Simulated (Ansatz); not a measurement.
**A saddle search, step by step**

SiH₆Se, singlet, CAM-B3LYP-D4/6-31G (Ansatz 0.2.0). Settings; a guess of the unstable mode was typed too, and convergence needs a confirmed negative curvature besides the force tolerance:

```yaml
hamiltonian: {xc: {name: CAM-B3LYP}, dispersion: d4}
saddle:
  f_tol: 0.1
  max_steps: 40
```

Start:

```xyz
8
angstrom
Si -0.1123 -0.3044 -0.7087
H -0.3596 -1.1965 0.7219
H 1.2643 -0.7951 -1.1940
H -1.2873 -1.2470 -1.2172
H -0.6485 0.9876 -1.4330
H 0.0977 -0.4752 1.0597
Se 1.0970 1.2175 1.1630
H -0.1118 1.7694 1.5482
```

```json
{"step": "1", "energy less the last (meV)": "543.8", "largest force component (eV/Å)": "3.098"}
{"step": "2", "energy less the last (meV)": "261.9", "largest force component (eV/Å)": "1.861"}
{"step": "3", "energy less the last (meV)": "107.0", "largest force component (eV/Å)": "0.821"}
{"step": "4", "energy less the last (meV)": "33.5", "largest force component (eV/Å)": "0.238"}
{"step": "5", "energy less the last (meV)": "9.5", "largest force component (eV/Å)": "0.239"}
{"step": "6", "energy less the last (meV)": "3.4", "largest force component (eV/Å)": "0.129"}
{"step": "7", "energy less the last (meV)": "2.5", "largest force component (eV/Å)": "0.076"}
{"step": "8", "energy less the last (meV)": "0.9", "largest force component (eV/Å)": "0.019"}
{"step": "9", "energy less the last (meV)": "0.2", "largest force component (eV/Å)": "0.034"}
{"step": "10", "energy less the last (meV)": "0.0", "largest force component (eV/Å)": "0.005"}
```

Step 4, positions (Å) and forces (eV/Å):

```
atom       x       y       z      Fx      Fy      Fz
 Si1  -0.157  -0.312  -0.865  -0.107  -0.011  -0.170
  H2  -0.320  -1.129   0.741  -0.001  -0.136   0.154
  H3   1.154  -0.844  -1.269   0.238  -0.041  -0.100
  H4  -1.231  -1.289  -1.227  -0.155  -0.050  -0.009
  H5  -0.580   0.989  -1.431  -0.036   0.168  -0.172
  H6   0.160  -0.501   1.160  -0.048  -0.169   0.169
 Se7   1.087   1.179   1.210   0.052   0.238   0.125
  H8  -0.173   1.865   1.619   0.059   0.000   0.003
```

Step 6, positions (Å) and forces (eV/Å):

| atom | x | y | z | Fx | Fy | Fz |
| --- | --- | --- | --- | --- | --- | --- |
| Si1 | -0.174 | -0.332 | -0.909 | 0.051 | 0.069 | -0.073 |
| H2 | -0.288 | -1.145 | 0.759 | 0.035 | -0.021 | 0.066 |
| H3 | 1.163 | -0.842 | -1.318 | -0.054 | -0.021 | 0.012 |
| H4 | -1.283 | -1.291 | -1.241 | 0.017 | 0.021 | 0.024 |
| H5 | -0.554 | 0.985 | -1.504 | 0.004 | -0.031 | -0.001 |
| H6 | 0.179 | -0.521 | 1.237 | -0.041 | -0.041 | -0.037 |
| Se7 | 1.072 | 1.194 | 1.251 | -0.129 | 0.093 | 0.032 |
| H8 | -0.176 | 1.909 | 1.665 | 0.117 | -0.069 | -0.023 |

Step 8, positions (Å) and forces (eV/Å):

| atom | x | y | z | Fx | Fy | Fz |
| --- | --- | --- | --- | --- | --- | --- |
| Si1 | -0.176 | -0.336 | -0.920 | 0.006 | 0.008 | 0.006 |
| H2 | -0.249 | -1.158 | 0.750 | -0.005 | 0.000 | -0.001 |
| H3 | 1.148 | -0.876 | -1.322 | -0.005 | -0.005 | -0.003 |
| H4 | -1.308 | -1.273 | -1.231 | 0.002 | 0.006 | 0.004 |
| H5 | -0.528 | 0.982 | -1.526 | 0.005 | -0.004 | -0.002 |
| H6 | 0.194 | -0.509 | 1.225 | 0.004 | 0.000 | 0.002 |
| Se7 | 1.048 | 1.211 | 1.266 | 0.012 | -0.002 | -0.015 |
| H8 | -0.190 | 1.915 | 1.698 | -0.019 | -0.002 | 0.009 |

Last step (10):

```
atom    x (Å)    y (Å)    z (Å)
 Si1  -0.1757  -0.3333  -0.9187
  H2  -0.2277  -1.1502   0.7491
  H3   1.1354  -0.9030  -1.3225
  H4  -1.3321  -1.2445  -1.2125
  H5  -0.4963   0.9831  -1.5447
  H6   0.2216  -0.4998   1.2234
 Se7   1.0406   1.2290   1.2612
  H8  -0.2260   1.8752   1.7046
```

The run took about 88 s on 2 CPU threads of an Arm Neoverse V1 (shared host).
